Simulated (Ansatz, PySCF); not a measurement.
Gas-phase reaction (SMILES): C=CCB(C)C + N (NH3) → CB(C)N [[amino(methyl)boranyl]methane] + C=CC; ammonia cleaves one B-C bond, a model of a ligand-exchange step.

Geometries: B3LYP-D3(BJ)/def2-TZVP minima from Ansatz (a quantum-chemistry and plane-wave program), one conformer each, not searched for the lowest. Cores are frozen in the correlated levels unless marked. No spin-orbit coupling. No relativistic terms. Basis-set limits of correlation are two-point, X^-3; Hartree-Fock from the larger set. [CCSD(T)-MP2]/basis is that difference in the basis named. Thermal terms are rigid-rotor harmonic-oscillator values from B3LYP-D3(BJ) frequencies (Ansatz or PySCF) at 298.15 K and 1 atm. 1 Eh = 627.5095 kcal/mol.

```
species    E, RI-MP2/CBS(aug-cc-pVTZ,aug-cc-pVQZ)+[CCSD(T)-MP2]/aug-cc-pVTZ (Ansatz) (Eh)  E, wB97X-V/def2-TZVPD (Ansatz) (Eh)  H - E (Eh)
---------  ------------------------------------------------------------------------------  -----------------------------------  ----------
C=CCB(C)C                                                                      -221.67548                           -222.01036     0.15675
N (NH3)                                                                         -56.50756                            -56.56167     0.03799
CB(C)N                                                                         -160.48757                           -160.71039     0.11171
C=CC                                                                           -117.74462                           -117.91071     0.08449
```

Work out ΔE and ΔH at 298.15 K at the first level, then ΔH at the second.


1. ΔE = [(-160.48757) + (-117.74462)] - [(-221.67548) + (-56.50756)] = -0.04915 Eh = -30.8 kcal/mol at RI-MP2/CBS(aug-cc-pVTZ,aug-cc-pVQZ)+[CCSD(T)-MP2]/aug-cc-pVTZ.
2. The terms H - E add up to 0.00146 Eh, so ΔH = (-0.04915 + (0.00146))×627.5095 = -29.9 kcal/mol.
3. At wB97X-V/def2-TZVPD the same steps give ΔE = -30.8 and ΔH = -29.9 kcal/mol, a shift of +0.0 from the first level.
4. These values are not checked against measurement here, since the tables used lack a sound gas-phase enthalpy of formation for at least one species.
